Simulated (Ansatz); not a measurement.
Reactions of `F[CH]([AlH2])[SiH2][SiH3]`.

Computed with Ansatz on PBE0-D4/def2-TZVP structures; ΔE is electronic, products minus reactants. CCSD(T)/CBS is the MP2 limit (def2-TZVPP, def2-QZVPP) plus CCSD(T) − MP2 in def2-TZVPP, frozen cores. This one scheme is used for every species. DFT in def2-TZVPP. B3LYP here is the variant with VWN-RPA as its local correlation; programs differ in this. def2 core potentials past Kr. For Ge, Sn outer-core shells are correlated without core-valence functions, which leaves a few kJ/mol of doubt a bond. Scalar relativity is left out up to krypton. One conformer a species, not always the lowest.

| reaction | CCSD(T)/CBS(def2) (kJ/mol) |
| --- | --- |
| `F[CH]([AlH2])[SiH2][SiH3]` + H₂O → `OC(F)[SiH2][SiH3]` + `[AlH3]` | ? |
| `F[CH]([AlH2])[SiH2][SiH3]` + `[OH][SnH]([F])[F]` → `[F][SnH]([F])[O][SiH3]` + `F[CH]([AlH2])[SiH3]` | -98 |
| `F[CH]([AlH2])[SiH2][SiH3]` + `C[SiH](N)Cl` → `C[SiH](Cl)[NH][AlH2]` + `FC[SiH2][SiH3]` | -118 |
| `F[CH]([AlH2])[SiH2][SiH3]` + H₂ → `F[CH]([AlH2])[SiH3]` + SiH₄ | -18 |
| `F[CH]([AlH2])[SiH2][SiH3]` → `[AlH2][SiH2][SiH3]` + `[CH]F` | 354 |
| `F[CH]([AlH2])[SiH2][SiH3]` + `OP[SiH3]` → `O[P]([AlH2])[SiH3]` + `FC[SiH2][SiH3]` | -54 |
| `F[CH]([AlH2])[SiH2][SiH3]` + GeH₄ → `[SiH3][GeH3]` + `F[CH]([AlH2])[SiH3]` | -15 |
| `F[CH]([AlH2])[SiH2][SiH3]` + acetylene → `C#C[SiH2][CH](F)[AlH2]` + SiH₄ | ? |
| `F[CH]([AlH2])[SiH2][SiH3]` → `F[CH]([AlH2])[SiH3]` + `[SiH2]` | ? |
| `F[CH]([AlH2])[SiH2][SiH3]` + `[OH][SnH3]` → `[SiH3][O][SnH3]` + `F[CH]([AlH2])[SiH3]` | -104 |

(1) Fill in the missing values. (An estimate is asked.)

Largest T1 diagnostic: 0.018, for `[CH]F`.

## Answers

(1) Computed: `F[CH]([AlH2])[SiH2][SiH3]` + H₂O → `OC(F)[SiH2][SiH3]` + `[AlH3]`: +51.6 kJ/mol; `F[CH]([AlH2])[SiH2][SiH3]` + acetylene → `C#C[SiH2][CH](F)[AlH2]` + SiH₄: -57.1 kJ/mol; `F[CH]([AlH2])[SiH2][SiH3]` → `F[CH]([AlH2])[SiH3]` + `[SiH2]`: +238.4 kJ/mol.
